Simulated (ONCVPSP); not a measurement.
## Before and after: ONCV potential for Pt

platinum (Pt), optimised norm-conserving Vanderbilt (ONCV), made with ONCVPSP 4.0.1 (PBEsol, scalar-relativistic). Core [Kr] 4d10 4f14, reference 5s2 5p6 5d9.5 6s0.5. Waves: 5s+6s: rc 1.60 bohr, ncon 4, nbas 8, qcut 8.2 1/bohr, 2 projectors; 5p: rc 1.05 bohr, ncon 5, nbas 9, qcut 6.5 1/bohr, 2 projectors, debl 1.1 Ha; 5d: rc 2.35 bohr, ncon 4, nbas 9, qcut 6.3 1/bohr, 2 projectors, debl 2.4 Ha. Local part: polynomial inside 0.85 bohr (lpopt 5, dvloc0 0 Ha). Core correction: none.

In the p channel the program set the typed energies aside and used -2.016, 0.250 Ha.

Change: d: rc 2.5.

Cutoffs: the cutoffs (Ha) at which the residual kinetic energy of the hardest occupied pseudo-wave falls to 1 and 0.1 mHa per electron; they do not see the model core or the augmentation charge, which bear on the density cutoff. Errors are all-electron minus pseudo energies relative to the spin-unpolarised reference configuration.

How do hardness, ghosts and transferability respond?

The potential gets neither clearly harder nor softer (182 Ha and 224 Ha → 182 Ha and 224 Ha); both files keep a bound ghost (s); of the 4 tests that both files solve, the error grows in 3 and shrinks in 0 by more than 15 % and 0.3 meV (median size 3.6 → 7.2 meV). More of the atom is replaced by a form fitted at one configuration, so other configurations suffer.

```csv
quantity,base,changed
"cutoff, loose",182 Ha,182 Ha
"cutoff, tight",224 Ha,224 Ha
loose cutoff by channel,"s 24 Ha, p 182 Ha, d 15 Ha","s 24 Ha, p 182 Ha, d 14 Ha"
bound ghosts,s,s
GHOST(+) flags under 300 eV,"p at 206.4 eV, d at 212.2 eV","p at 206.4 eV, d at 228.6 eV"
"error for 5s2 5p6 5d9 6s1, meV [ΔE 0.12 eV]",+3.7,+5.0
"error for 5s2 5p6 5d9 6s0, meV [ΔE 9.34 eV]",-1.5,-1.6
"error for 5s2 5p6 5d8 6s0, meV [ΔE 29.34 eV]",+3.6,+9.5
"error for 5s2 5p6 5d8 6s2, meV [ΔE 1.11 eV]",+26,+40
s: phases at 1.62 bohr within 0.05 rad from the reference energy up to (Ha; the scan ends near 5),to the end of the scan,to the end of the scan
p: phases at 1.07 bohr within 0.05 rad from the reference energy up to (Ha; the scan ends near 5),to the end of the scan,to the end of the scan
```

 A true bound ghost makes a file unfit for plane-wave use even where its test errors are small: the radial tests pick states by their node count and pass the ghost by.
